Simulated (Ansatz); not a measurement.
System: CClF3, charge 0, singlet. CClF3 (SMILES FC(Cl)(F)F).
B3LYP-D3(BJ)/def2-TZVP minimum from Ansatz (a program for electronic structure):
```xyz
5

F     -0.8353    -0.6634    -1.0397
C     -0.3527    -0.0074     0.0118
F     -0.8399     1.2302     0.0017
F     -0.7640    -0.6177     1.1197
Cl     1.4158     0.0295    -0.0474
```

Wanted: atomisation energy (electronic, to ground-state atoms), in kJ/mol. Radicals and triplets start from unrestricted determinants; spin-orbit coupling is neglected. CBS(X,Y): correlation extrapolated as X^-3, Hartree-Fock from the larger set (Q,5: extrapolated as (X+1)exp(-9√X)). A bracket is a step between two methods taken in the basis named. Functionals run without relativity, which enters their misses. Double hybrids freeze cores in their MP2 part. 'core' is core correlation in cc-pwCVTZ (1s frozen past Ne), 'X2C' scalar relativity in cc-pVTZ-DK, both at CCSD(T).

CCSD(T)/CBS(cc-pV(Q+d)Z,cc-pV(5+d)Z) + [CCSDT(Q) - CCSD(T)]/cc-pV(D+d)Z + core + X2C (Ansatz) gives 1820.6 kJ/mol.

**Question.** How far off this value is PBE/def2-TZVPD (Ansatz), in which direction, and which of these levels come nearer: r2SCAN/def2-TZVPD, B3LYP/def2-TZVPD, PBE0/def2-TZVPD, wB97M-V/def2-TZVPD, B2PLYP/def2-TZVPD, CCSD(T)/CBS(cc-pV(Q+d)Z,cc-pV(5+d)Z) + core + X2C?

**Answer.** PBE gives 1920.1 kJ/mol, 99.5 kJ/mol above it. Differences of the others: r2SCAN/def2-TZVPD (Ansatz) 17.5; B3LYP/def2-TZVPD (Ansatz) -50.4; PBE0/def2-TZVPD (Ansatz) 2.4; wB97M-V/def2-TZVPD (Ansatz) 4.1; B2PLYP/def2-TZVPD (Ansatz) -38.2; CCSD(T)/CBS(cc-pV(Q+d)Z,cc-pV(5+d)Z) + core + X2C (Ansatz) -3.0 kJ/mol. Nearer than PBE: r2SCAN/def2-TZVPD, B3LYP/def2-TZVPD, PBE0/def2-TZVPD, wB97M-V/def2-TZVPD, B2PLYP/def2-TZVPD, CCSD(T)/CBS(cc-pV(Q+d)Z,cc-pV(5+d)Z) + core + X2C.
